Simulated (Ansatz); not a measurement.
Consider the formal exchange of groups at the Si–Ga bond: `[SiH3]N[SiH2][GaH2]` + CH₄ → `C[SiH2]N[SiH3]` + `[GaH3]`.

Program: Ansatz. Geometries: PBE0-D4/def2-TZVP. ΔE: electronic, gas phase. CCSD(T)/CBS adds triple-zeta CCSD(T) − MP2 to the extrapolated MP2 energy (def2 sets, frozen cores). This one scheme is used for every species. DFT in def2-TZVPP. For Ga outer-core shells are correlated without core-valence functions, which leaves a few kJ/mol of doubt a bond. Scalar relativity is left out up to krypton. Each species was taken in one conformer, which may not be the lowest.

```csv
level,ΔE (kJ/mol)
r2SCAN0-D4,28.1
BLYP,23.3
```

(1) What does CCSD(T)/CBS give? (Estimate.)

Largest T1 diagnostic among the species: 0.013.

Results:

(1) Ansatz gave: +28.8 kJ/mol. The listed levels differ from it by -0.7, -5.5 kJ/mol.

From BLYP to BHLYP (50 % exact exchange), in def2-TZVPP and without D4, ΔE moves by −9.2 kJ/mol. The D4 term adds +7.5 kJ/mol with B3LYP and +3.9 kJ/mol with PBE0; it sums over pairs of atoms, weighted by their polarisabilities, and B3LYP, whose exchange is more repulsive, gets the larger term. In def2-TZVPP, CCSD(T) changes the Hartree–Fock value by +29.3 kJ/mol (the triples alone add +4.0 kJ/mol) and MP2 by +26.3 kJ/mol.

CCSD(T)/CBS has its own doubt, a few kJ/mol and more with outer-core shells, so smaller differences from it don't rank the levels.

B3LYP here is the variant with VWN-RPA as its local correlation; programs differ in this.
